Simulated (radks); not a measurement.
Results of a calculation; reference values are marked as such.
Co19+, configuration [He] 2s2 2p4. Level of theory: scalar-relativistic Kohn-Sham, r2SCAN, spin-polarised, spherical densities, finite nucleus; open shells are filled with parallel spins first; meta-GGA in the generalised Kohn-Sham scheme; Fermi nuclear charge, rms radius 3.7875 fm (a radial shooting solver on a logarithmic mesh with Libxc functionals).

Unscreened Slater integrals over Kohn-Sham orbitals (cm^-1). They are taken over the spin-up orbitals.

F0(2p,2p): 943850
F2(2p,2p): 449660
F0(2p,2s): 864480
G1(2p,2s): 492970
F0(2p,1s): 1283200
G1(2p,1s): 231120
F0(2s,2s): 814080
F0(2s,1s): 1141900
G0(2s,1s): 110070
F0(1s,1s): 3680200

Derived for the open shells (J is the average intra-shell exchange parameter used in DFT+U). 2p: J = F2/5 = 89930 cm^-1; in LS coupling 1D lies 6 F2/25 = 107900 cm^-1 above 3P.
